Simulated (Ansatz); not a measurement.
C2H9FOSi2, SMILES C[SiH2]CO[SiH2]F.

The structure is a stationary point at r2SCAN-D4/def2-SVP. This is a generated structure with no PubChem entry under its InChIKey; it may be hypothetical. The values are those of a single conformer.

Two levels are set side by side: PBE/def2-SVPD (Ansatz, a program for electronic structure) and CAM-B3LYP/def2-SVPD (Ansatz). Energy differences of separate SCF runs at the same geometry; the states with an electron removed or added have multiplicity 2 and 2. Differences are taken from unrounded values.

```json
[
 {"quantity": "vertical ionisation energy (eV)", "PBE": "9.87"},
 {"quantity": "vertical singlet–triplet gap (eV)", "PBE": "6.56"}
]
```

Question: These are the PBE values. What does CAM-B3LYP give? (An estimate is asked for; the answer gives what the named calculation found.)

Answer: 
```tsv
quantity	CAM-B3LYP	PBE minus CAM-B3LYP
vertical ionisation energy (eV)	10.50	-0.63
vertical singlet–triplet gap (eV)	7.50	-0.95
```
